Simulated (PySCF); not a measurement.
Bond length, frequency and bond energy of LaH by level of theory

State: triplet, about 0.0 electrons in the 4f shell (Mulliken). Set-up: PySCF, spin-free X2C with a Gaussian nucleus, basis sets La x2c-TZVPPall, H x2c-TZVPPall. De refers to La (5d1 6s2) + H in their high-spin ground configurations, without counterpoise correction. The functionals are run spin-unrestricted. A positive dipole means La(−)H(+).

```tsv
Level	Re (Å)	ωe (cm⁻¹)	De (eV)	μ (D)	CPU s a point (SCF and correlation, without the integrals)
UHF	2.140	1326	n/a	-3.56	6.6
UHF-MP2	2.080	1412	n/a	n/a	9.6
UHF-SCS-MP2	2.090	1393	n/a	n/a	n/a
UHF-CCSD	2.099	1369	n/a	n/a	n/a
UHF-CCSD(T)	2.097	1368	n/a	n/a	260
LDA	2.067	1381	n/a	-3.01	3.1
PBE	2.079	1360	n/a	-3.19	4.5
PBEsol	2.072	1372	n/a	-3.12	2.9
BLYP	2.094	1337	n/a	-3.22	2.8
r²SCAN	2.083	1371	n/a	-3.53	6.8
PBE0	2.076	1381	n/a	-3.41	8.2
MN15	2.079	1373	2.38	-3.35	10
CAM-B3LYP	2.091	1369	2.82	-3.53	17
```

Task: What does a quarter of exact exchange do here, going from PBE to PBE0?

Result: PBE0 less PBE: -0.3 pm in Re, +1.5 % in ωe. Exact exchange removes part of the self-interaction that spreads semilocal densities, and in most molecules shortens and stiffens the bond and lowers De; so it does here.

Task: What does the step from GGA to meta-GGA do here, going from PBE to r²SCAN?

Result: r²SCAN less PBE: +0.4 pm in Re, +0.8 % in ωe. 

Task: What does second-order correlation do here, going from UHF to UHF-MP2?

Result: UHF-MP2 less UHF: -6.0 pm in Re, +6.5 % in ωe. Correlation nearly always deepens the well. The bond shortens, as is common for weak, ionic, metallic or heavy-atom bonds, where dispersion and the correlation of outer-core electrons can pull the atoms together.

Correlated steps freeze 18 core orbitals. Spin–orbit coupling is left out, which matters for elements this heavy, above all for dissociation energies. With d or f electrons several states lie close, and the lowest PBE0 determinant need not be the measured ground state.

The whole job (state search and all levels along the bond) took about 29 min on 2 threads of Arm Neoverse V1 (shared host), peak memory 5.6 GiB.
